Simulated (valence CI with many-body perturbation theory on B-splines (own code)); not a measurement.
# Hyperfine factors and g values of Pm29+

Computed by configuration interaction combined with many-body perturbation theory (CI+MBPT): four valence electrons over a frozen Dirac-Fock core [Ar] 3d10, radial functions for each j: 11 s, 11 p, 10 d, 8 f, 5 g, 2 h, with the one-electron correlation potential Σ1 (screened to all orders), the two-electron term Σ2, the three-electron term Σ3, Breit, model QED; selected single and double excitations, second order for the rest, scaled by the run's own slope (own B-spline code, finite nucleus).

The last digits are not significant, and no measured levels were compared; by estimate large intervals hold to a few tenths of a per cent, small ones and those within an open d or f shell to about a per cent. Among the levels kept, up to 330 cm⁻¹ of a level comes from second order outside the variational space, and about a tenth of that is noise between levels of different J, which matters for small intervals.

A/g_I is the dipole constant over the nuclear g factor μ/I (μ in nuclear magnetons, uniformly magnetised nucleus), B/Q the quadrupole constant per barn. Both hold the static response of the core; the bare values leave it out. Large factors of s and p1/2 electrons are usually good to 5 to 10 %; those of open d and f shells near neutrality can be off by tens of per cent, and small factors of p3/2, d and f electrons come from cancelling terms and can be off by a factor of two or in sign, in half-filled shells by more. B is blank for J = 1/2, where it vanishes, and for nearly pure S terms. Energies count from the lowest level. Levels with J = 0 are left out.

Levels are named by their leading jj configuration (3d3/2^4 stands for four electrons in 3d with j = 3/2), which in mixed levels can hold well under half, so a name can repeat and another be missing. Letters in brackets count levels of one name in rising energy.

| Level | E (cm⁻¹) | g | A/g_I (MHz) | A/g_I bare | B/Q (MHz/b) | B/Q bare |
| --- | --- | --- | --- | --- | --- | --- |
| (4s^2 4p1/2 4p3/2) J=1 | 242780 | 1.499 | -12400 | -12100 | 24900 | 23800 |
| (4s^2 4p1/2 4p3/2) J=2 | 267980 | 1.199 | 63400 | 60800 | 37900 | 36300 |
| (4s^2 4p3/2^2) J=2 | 529790 | 1.297 | 26800 | 25600 | 11700 | 11200 |
| (4s 4p1/2^2 4p3/2) J=2 | 763430 | 1.666 | 158000 | 151000 | 35700 | 34200 |
| (4s 4p1/2^2 4p3/2) J=1 | 851250 | 0.967 | -98700 | -94600 | 38700 | 37100 |
| (4s 4p1/2 4p3/2^2) J=2 | 988250 | 1.501 | 110000 | 106000 | 27500 | 26400 |
| (4s 4p1/2 4p3/2^2) J=3 | 1037000 | 1.328 | 136000 | 131000 | -4060 | -3850 |
| (4s^2 4p1/2 4d3/2) J=2 [a] | 1088700 | 0.961 | 28700 | 27700 | -14200 | -13600 |
| (4s 4p1/2 4p3/2^2) J=1 [a] | 1112600 | 1.271 | 83000 | 79800 | -41600 | -39800 |
| (4s 4p1/2 4p3/2^2) J=1 [b] | 1154100 | 1.433 | 125000 | 120000 | 10400 | 10000 |
| (4s^2 4p1/2 4d3/2) J=2 [b] | 1166400 | 0.890 | 25600 | 24700 | 7910 | 7610 |
| (4s^2 4p1/2 4d5/2) J=3 | 1235800 | 1.109 | 36300 | 35200 | 16200 | 15600 |
| (4s^2 4p1/2 4d3/2) J=1 | 1241300 | 0.849 | -40700 | -38700 | 6860 | 6630 |
| (4s^2 4p1/2 4d5/2) J=2 | 1252900 | 1.290 | -4930 | -4390 | 6710 | 6510 |
| (4s 4p3/2^3) J=2 | 1330100 | 1.356 | 133000 | 128000 | -38600 | -37000 |
| (4s 4p3/2^3) J=1 | 1415400 | 1.230 | -56900 | -54600 | -10200 | -9730 |
| (4s^2 4p3/2 4d5/2) J=4 | 1452200 | 1.248 | 12800 | 12400 | 60300 | 57900 |
| (4s^2 4p3/2 4d3/2) J=2 | 1455300 | 1.026 | 13700 | 13200 | -5460 | -5210 |
| (4s^2 4p3/2 4d3/2) J=3 | 1473800 | 1.182 | 20800 | 20200 | 27700 | 26600 |
| (4s^2 4p3/2 4d3/2) J=1 | 1498200 | 1.268 | -23200 | -22000 | -22300 | -21400 |
| (4s^2 4p3/2 4d5/2) J=2 | 1529500 | 1.293 | 35000 | 33900 | -35100 | -33700 |
| (4s^2 4p3/2 4d5/2) J=3 | 1573100 | 1.121 | 15000 | 14500 | 21500 | 20700 |
| (4s^2 4p3/2 4d5/2) J=1 | 1601400 | 0.965 | -10800 | -9880 | 6730 | 6500 |
| (4p1/2^2 4p3/2^2) J=2 | 1629300 | 1.302 | 69900 | 67400 | -1350 | -1240 |
| (4s 4p1/2^2 4d3/2) J=1 | 1643000 | 0.339 | -118000 | -113000 | 3760 | 3650 |
| (4s 4p1/2^2 4d3/2) J=2 | 1676500 | 1.202 | 49300 | 47700 | 8600 | 8270 |
| (4s 4p1/2^2 4d5/2) J=3 | 1727700 | 1.376 | 88900 | 85700 | 11600 | 11200 |
| (4s 4p1/2^2 4d5/2) J=2 | 1811700 | 0.928 | -35500 | -33700 | 13200 | 12800 |
| (4s 4p1/2 4p3/2 4d3/2) J=1 [a] | 1845400 | 1.256 | 73600 | 70900 | -23400 | -22400 |
| (4s 4p1/2 4p3/2 4d3/2) J=2 [a] | 1854200 | 1.178 | 76000 | 73200 | -24100 | -23100 |
| (4s 4p1/2 4p3/2 4d3/2) J=3 [a] | 1864900 | 1.199 | 83200 | 80100 | -4580 | -4340 |
| (4s 4p1/2 4p3/2 4d5/2) J=4 [a] | 1890000 | 1.308 | 74800 | 72100 | 28900 | 27800 |
| (4p1/2 4p3/2^3) J=1 | 1897400 | 1.458 | -18800 | -17500 | -21300 | -20400 |
| (4p1/2 4p3/2^3) J=2 | 1901200 | 1.139 | 42200 | 40700 | -43500 | -41700 |

Take the isotope of mass number 147, with I = 7/2, μ = 2.58 μN and Q = 0.74 b. What is the hyperfine structure of (4s^2 4p1/2 4d3/2) J=2 [a]?

From the table A = 21200 MHz, B = -10500 MHz. Shifts from the centre of gravity in MHz: F = 3/2: -196000, F = 5/2: -139000, F = 7/2: -60600, F = 9/2: 35400, F = 11/2: 146000.
